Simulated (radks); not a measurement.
Values are calculated unless marked as measured or tabulated.
Initial-state core-level shifts of neutral tungsten when its valence configuration changes from [Xe] 4f14 5d4 6s2. Code: a radial shooting solver on a logarithmic mesh with Libxc functionals. Model: Dirac Kohn-Sham, PBEsol, spin-unpolarised, spherical densities, finite nucleus; open shells are shared between the two j in proportion to 2j + 1; Fermi nuclear charge, rms radius 5.3658 fm. Shifts are changes of the shell-averaged eigenvalues in eV (positive: less bound); the change of the density at the nucleus, which sets a Mossbauer isomer shift, is in e/bohr^3, on a base of 1.422e+06.

| valence | 4s | 4p | 4d | 5p | density at nucleus |
|---|---|---|---|---|---|
| 4f14 5d5 6s1 | +1.957 | +1.960 | +1.968 | +1.797 | -88.5 |
| 4f13.5 5d4.5 6s2 | -5.231 | -5.073 | -4.864 | -1.491 | +46.4 |
| 4f13.5 5d5.5 6s1 | -3.124 | -2.963 | -2.747 | +0.434 | -45.2 |
| 4f14 5d3.5 6s2 6p0.5 | -1.958 | -1.960 | -1.963 | -1.851 | +15.1 |
| 4f11.5 5d5.5 6s1 6p2 | -33.601 | -32.695 | -31.548 | -13.113 | +187.8 |
| 4f14 5d3.5 6s1 6p1.5 | -3.487 | -3.488 | -3.489 | -3.369 | -62.9 |
| 4f13.5 5d6.5 | -1.435 | -1.271 | -1.049 | +1.999 | -122.2 |
| 4f13.5 5d4.5 6s1 6p1 | -6.841 | -6.683 | -6.472 | -3.108 | -28.3 |
| 4f12.5 5d7.5 | -11.707 | -11.194 | -10.523 | -0.416 | -34.8 |
